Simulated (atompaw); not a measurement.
boron (B) PAW (atompaw): all-electron and pseudo phase curves

boron, PAW, made with atompaw 4.2.0.5 (LDA (PW92), scalar-relativistic). Core none, reference 1s2 2s2 2p0.5 (charge +0.5). Waves: 1s (bound): rc 0.45 bohr; 2s (bound): rc 3.00 bohr; 2p (bound): rc 3.00 bohr; 2p channel at 0.2 Ry: rc 3.00 bohr; 3d channel at 0.15 Ry: rc 3.00 bohr; 3d channel at 2.7 Ry: rc 3.00 bohr. Local part: bessel scheme, radius 2.80 bohr. Core correction: none. Augmentation charge: sinc compensation charge, radius 2.35 bohr; PAW radius 3.00 bohr; waves and projectors: custom rrkj gramschmidtortho.

The phase is arctan(r·u′/u) with u = r·R(r), unwrapped; energies in Ry, scanned from -16 to 5 Ry. A pole is an energy at which the radial function vanishes at the test radius. The pseudo phase is shifted by a multiple of π to meet the all-electron one at the reference energy, and phase errors are pseudo minus all-electron; the curves can meet again beyond the range given. Levels narrower than the energy grid can be missing from the lists of poles.

```json
{"channel": "s", "radius (bohr)": "3.02", "reference energy (Ry)": "-1.03", "poles, all-electron": "-0.75, 3.37", "poles, pseudo": "-0.75, 4.11", "unbroken range about the reference energy with phases within 0.05 rad": "below 0.3", "phase error 1 Ry above the reference energy (rad)": "+0.019"}
{"channel": "p", "radius (bohr)": "3.02", "reference energy (Ry)": "-0.60", "poles, all-electron": "-0.29, 3.14", "poles, pseudo": "-0.29, 3.24", "unbroken range about the reference energy with phases within 0.05 rad": "below 4.4", "phase error 1 Ry above the reference energy (rad)": "-0.000"}
{"channel": "d", "radius (bohr)": "3.02", "reference energy (Ry)": "0.15", "poles, all-electron": "1.93", "poles, pseudo": "1.93", "unbroken range about the reference energy with phases within 0.05 rad": "the whole range", "phase error 1 Ry above the reference energy (rad)": "-0.000"}
```

Phases in the p channel:

| E (Ry) | all-electron | pseudo |
| --- | --- | --- |
| -16.00 | 1.487 | 1.487 |
| -15.52 | 1.485 | 1.485 |
| -15.04 | 1.484 | 1.484 |
| -14.56 | 1.483 | 1.482 |
| -14.08 | 1.481 | 1.481 |
| -13.60 | 1.479 | 1.479 |
| -13.12 | 1.478 | 1.478 |
| -12.64 | 1.476 | 1.476 |
| -12.16 | 1.474 | 1.474 |
| -11.68 | 1.472 | 1.472 |
| -11.20 | 1.470 | 1.470 |
| -10.72 | 1.467 | 1.467 |
| -10.24 | 1.465 | 1.465 |
| -9.76 | 1.462 | 1.462 |
| -9.28 | 1.459 | 1.459 |
| -8.80 | 1.456 | 1.456 |
| -8.32 | 1.452 | 1.452 |
| -7.84 | 1.449 | 1.448 |
| -7.36 | 1.444 | 1.444 |
| -6.88 | 1.440 | 1.440 |
| -6.40 | 1.435 | 1.434 |
| -5.92 | 1.429 | 1.429 |
| -5.44 | 1.422 | 1.422 |
| -4.96 | 1.414 | 1.414 |
| -4.48 | 1.405 | 1.405 |
| -4.00 | 1.393 | 1.393 |
| -3.52 | 1.379 | 1.379 |
| -3.04 | 1.361 | 1.361 |
| -2.56 | 1.337 | 1.337 |
| -2.08 | 1.300 | 1.300 |
| -1.60 | 1.234 | 1.234 |
| -1.12 | 1.055 | 1.054 |
| -0.64 | -0.766 | -0.766 |
| -0.16 | -1.660 | -1.660 |
| 0.32 | -1.873 | -1.873 |
| 0.80 | -2.227 | -2.227 |
| 1.28 | -3.529 | -3.523 |
| 1.76 | -4.348 | -4.343 |
| 2.24 | -4.559 | -4.554 |
| 2.72 | -4.656 | -4.649 |
| 3.20 | -4.719 | -4.708 |
| 3.68 | -4.773 | -4.755 |
| 4.16 | -4.831 | -4.799 |
| 4.64 | -4.913 | -4.848 |
